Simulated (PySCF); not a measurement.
# Computed NMR parameters against published values

Molfile (atoms numbered from 1):
```
C5H6O2
     RDKit          3D

 13 13  0  0  0  0  0  0  0  0999 V2000
   -2.1731   -0.0382    0.2095 C   0  0  0  0  0  0  0  0  0  0  0  0
   -1.1351    0.8355   -0.1667 O   0  0  0  0  0  0  0  0  0  0  0  0
    0.0955    0.3004   -0.1078 C   0  0  0  0  0  0  0  0  0  0  0  0
    1.2781    1.0277   -0.4363 C   0  0  0  0  0  0  0  0  0  0  0  0
    2.2983    0.1586   -0.2543 C   0  0  0  0  0  0  0  0  0  0  0  0
    1.8464   -1.0406    0.1558 O   0  0  0  0  0  0  0  0  0  0  0  0
    0.4902   -0.9541    0.2452 C   0  0  0  0  0  0  0  0  0  0  0  0
   -2.2130   -0.9082   -0.4560 H   0  0  0  0  0  0  0  0  0  0  0  0
   -2.0403   -0.3826    1.2419 H   0  0  0  0  0  0  0  0  0  0  0  0
   -3.1023    0.5224    0.1300 H   0  0  0  0  0  0  0  0  0  0  0  0
    1.3363    2.0541   -0.7592 H   0  0  0  0  0  0  0  0  0  0  0  0
    3.3653    0.2487   -0.3736 H   0  0  0  0  0  0  0  0  0  0  0  0
   -0.0273   -1.8415    0.5625 H   0  0  0  0  0  0  0  0  0  0  0  0
  1  2  1  0
  2  3  1  0
  3  4  1  0
  4  5  2  0
  5  6  1  0
  6  7  1  0
  7  3  2  0
  1  8  1  0
  1  9  1  0
  1 10  1  0
  4 11  1  0
  5 12  1  0
  7 13  1  0
M  END
```

Published estimates (parent shift plus substituent increments) and measurements: δ $^{1}$H H12 7.01; H13 6.92; H11 6.02 ppm (estimated from measurements, as parent shift plus tabulated substituent increment; solution, not stated per compound (mostly CDCl3 or CCl4); Pretsch, Buehlmann, Badertscher, Structure Determination of Organic Compounds, 4th ed. (2009)).

Method: B97-2/pcSseg-2 with gauge-including orbitals, geometry: PBE0-D3(BJ)/def2-TZVP, in PySCF (no solvent, one computed conformer, one averaged value for each set of equivalent atoms, non-relativistic Hamiltonian).

(1) Set the calculated values beside the experiment.

(2) How far are the unscaled $^{1}$H shifts from the references?

## Answers

(1) 
Reference values: estimated from measurements, as parent shift plus tabulated substituent increment (solution, not stated per compound (mostly CDCl3 or CCl4); Pretsch, Buehlmann, Badertscher, Structure Determination of Organic Compounds, 4th ed. (2009)).
| atoms | quantity | reference | computed | computed, scaled |
| --- | --- | --- | --- | --- |
| H12 | δ $^{1}$H | 7.01 | 7.34 | 7.03 |
| H13 | δ $^{1}$H | 6.92 | 7.12 | 6.82 |
| H11 | δ $^{1}$H | 6.02 | 6.38 | 6.13 |

Computed shifts are σ(ref) − σ with the named reference compound (TMS for H and C) calculated as an isolated molecule at the same level. The measured values may be among those fitted. Empirical linear scaling, fitted to shifts measured mostly in CDCl3 for H and C (δ vs TMS): $^{1}$H: δ = 29.81 − 0.938σ (rms 0.14 ppm, 293 shifts, 0.16 ppm with the 4 outliers that the fit left out). A few per cent of atoms miss by over 2 rms, more outside the fitted compound classes.

(2) Mean signed difference +0.30 ppm, mean absolute 0.30 ppm over 3 comparisons; the largest is +0.36 ppm at H11 (hydrogen on an aromatic CH).
